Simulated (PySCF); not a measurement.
Compound: C5H8BNO2.
Atom-mapped SMILES: `[CH3:1]/[N:2]=[CH:3]\[C:4]1=[O+:5][BH2-:6][O:7][CH:8]=[CH:9]1` (hydrogens: H10, H11, H12 on C1; H13 on C3; H14, H15 on B6; H16 on C8; H17 on C9)

Level: PBE0/pcSseg-1 and PBE0/def2-SVPD in PySCF, non-relativistic, on one gas-phase PBE0-D3(BJ)/def2-SVP geometry that isn't relaxed in the solvent. The solvent is an IEF-PCM continuum (van der Waals radii × 1.2). The model holds no explicit solvent molecules, cavitation or dispersion.

Gas phase at PBE0/pcSseg-1: HOMO -7.35 eV, LUMO -3.10 eV, dipole 3.22 D.

Q: What does the continuum do to the energy, the frontier levels and the dipole at PBE0/pcSseg-1 in chloroform and acetone?

A: 
| solvent | ε | E(solvent) − E(gas) (kcal/mol) | polarisation term (kcal/mol) | distortion of the solute (kcal/mol) | HOMO (eV) | LUMO (eV) | dipole (D) |
| --- | --- | --- | --- | --- | --- | --- | --- |
| chloroform | 4.711 | -5.49 | -6.27 | 0.78 | -7.35 | -2.96 | 4.06 |
| acetone | 20.49 | -7.40 | -8.84 | 1.44 | -7.35 | -2.93 | 4.38 |

The polarisation term is half the interaction of the solute with the surface charges that it induces; the rest is the cost of distorting the solute's density. The sum is the electrostatic part of solvation alone. From chloroform to acetone the lowering changes by a factor 1.35, Onsager's factor (ε − 1)/(2ε + 1) by 1.30 and ε itself by 4.3.

Q: Which radius a makes the point-dipole formula ΔE = −[(ε − 1)/(2ε + 1)]·μ²/a³ give the value in acetone, with the gas-phase dipole?

A: μ = 1.266 au and |ΔE| = 0.01179 Eh give a = 2.11 Å; the farthest nucleus lies 3.82 Å from the centroid of the nuclei, so such a sphere wouldn't even hold the nuclei. The formula assumes a rigid point dipole at the centre of a sphere.

Q: Which IAO charges (PBE0/pcSseg-1) respond most in acetone (means over atoms taken as equivalent)?

A: 
```json
{"atoms": "N2", "environment": "imine nitrogen", "gas (e)": "-0.206", "solvent (e)": "-0.238", "change": "-0.032"}
{"atoms": "H16", "environment": "vinylic hydrogen", "gas (e)": "+0.167", "solvent (e)": "+0.191", "change": "+0.024"}
{"atoms": "H17", "environment": "vinylic hydrogen", "gas (e)": "+0.170", "solvent (e)": "+0.191", "change": "+0.021"}
{"atoms": "O7", "environment": "boron-bound oxygen", "gas (e)": "-0.293", "solvent (e)": "-0.313", "change": "-0.020"}
{"atoms": "H13", "environment": "hydrogen on a C=N carbon", "gas (e)": "+0.148", "solvent (e)": "+0.165", "change": "+0.017"}
{"atoms": "H14/H15", "environment": "B–H hydrogen", "gas (e)": "-0.026", "solvent (e)": "-0.040", "change": "-0.014"}
{"atoms": "O5", "environment": "oxygen bonded to B and C", "gas (e)": "-0.309", "solvent (e)": "-0.321", "change": "-0.012"}
{"atoms": "C9", "environment": "alkene CH carbon", "gas (e)": "-0.331", "solvent (e)": "-0.322", "change": "+0.009"}
```

Q: How do the nuclear quadrupole coupling constants eQVzz/h respond in acetone?

A: 
| nucleus | Q (barn) | gas (MHz) | solvent (MHz) | η gas | η solvent |
| --- | --- | --- | --- | --- | --- |
| 14N at N2 | 0.02044 | -6.19 | -5.97 | 0.54 | 0.52 |
| 17O at O5 | -0.0256 | -7.40 | -7.51 | 0.69 | 0.60 |
| 11B at B6 | 0.04059 | -2.74 | -2.54 | 0.76 | 0.78 |
| 17O at O7 | -0.0256 | -6.94 | -6.99 | 0.84 | 0.74 |

Gas phase at PBE0/def2-SVPD: HOMO -7.36 eV, LUMO -3.16 eV, dipole 3.25 D.

Q: What does the continuum do to the energy, the frontier levels and the dipole at PBE0/def2-SVPD in acetone?

A: 
```csv
solvent,ε,E(solvent) − E(gas) (kcal/mol),polarisation term (kcal/mol),distortion of the solute (kcal/mol),HOMO (eV),LUMO (eV),dipole (D)
acetone,20.49,-7.07,-8.64,1.57,-7.36,-2.98,4.46
```

Q: How does the static polarisability (PBE0/def2-SVPD, frozen core, with the continuum's full static response) change?

A: 
| medium | isotropic (au) | principal values (au) | ⟨r²⟩ of the electrons (bohr²) |
| --- | --- | --- | --- |
| gas | 94.1 | 61.2, 92.3, 128.9 | 1255.9 |
| acetone | 127.3 | 82.6, 123.5, 175.9 | 1256.3 |

The isotropic value in acetone is 1.35 times the gas-phase one; no cavity-field correction is applied. ⟨r²⟩ is taken about the centre of nuclear charge.

Shape of the structure used: `[CH3:1]/[N:2]=[CH:3]\[C:4]1=[O+:5][BH2-:6][O:7][CH:8]=[CH:9]1`: N2–C3–C4–O5 -2°.
